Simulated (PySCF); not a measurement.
## Iodine: a sound run and one with changed settings

Sound run: I²⁺ [Kr] 4d10 5s2 5p3, I³⁺ [Kr] 4d10 5s2 5p2. All numbers are calculated (PySCF 2.14, scalar relativity through the core potential, in cc-pVTZ-PP with ECP28MDF). In the sound run the correlated levels freeze 4s2 4p6 4d10 outside the core potential. The sound run starts from symmetry-adapted Hartree-Fock orbitals and uses a fine grid where one is needed.

A second run was set up differently.

```tsv
species	method	sound run (hartree)	changed run (hartree)	converged
I²⁺	MP2	-293.72509	-293.67459	yes
I²⁺	CCSD(T)	-293.73992	-293.67865	yes
I³⁺	MP2	-292.61266	-292.56859	yes
I³⁺	CCSD(T)	-292.62726	-292.57017	yes
```

Ionisation energy of I²⁺:

```tsv
method	sound run (eV)	changed run (eV)
UHF	29.837	29.837
MP2	30.271	30.096
SCS-MP2	30.145	29.923
CCSD	30.254	30.159
CCSD(T)	30.277	30.163
```

What was changed?
A. level shift left on
B. too few SCF iterations
C. basis contracted for another Hamiltonian
D. a valence shell is frozen

D. Freezing a valence shell removes pair correlation that changes on ionisation.
